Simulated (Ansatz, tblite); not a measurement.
Cost and result up the ladder for the cluster RbBr2 (the lowest doublet isomer of a short search) (3 atoms). Charge 0, multiplicity 2. Geometry: PBE-D4/def2-TZVP.

```tsv
atom	x (Å)	y (Å)	z (Å)
Rb1	1.1500	1.4887	-0.2141
Br2	-1.1805	-0.4668	-1.2154
Br3	0.0305	-1.0219	1.4295
```

Ansatz on 4 threads of AMD EPYC 9R45 on a shared host; xTB runs through tblite on one thread. Times are rough, summed over both states, and most runs start from the orbitals of an earlier one. No level here is sound enough to serve as a yardstick. The other state is a singlet.

In the def2 sets Rb takes a core potential; there is no spin–orbit coupling. The xTB rows come from tblite. In the doublet, Br2 and Br3 lie 2.96 Å apart (atoms count from 1), so these atoms are partly bonded to each other. The structure comes from a short search, and lower isomers may exist.

Run but left out: HF/def2-TZVPP, MP2/def2-TZVPP, CCSD/def2-TZVPP, CCSD(T)/def2-TZVPP (flagged by the program: other roots).

Raw xTB energies of ions are shifted by several eV, and xTB has no spin-polarisation term.

| level | functions | wall time | vertical IE (eV) | remarks |
| --- | --- | --- | --- | --- |
| GFN2-xTB | 22 | 0.003 s | 13.08 | – |
| GFN1-xTB | 22 | 0.004 s | 12.54 | – |
| PBE-D4/def2-TZVP | 129 | 1.1 s | 8.22 | restricted SCF unstable in HF (+1 singlet) |
| r2SCAN-D4/def2-TZVP (with forces) | 129 | 2.4 s | 8.48 | restricted SCF unstable in HF (+1 singlet) |
| PBE0-D4/def2-TZVP | 129 | 2.9 s | 8.51 | restricted SCF unstable in HF (+1 singlet) |
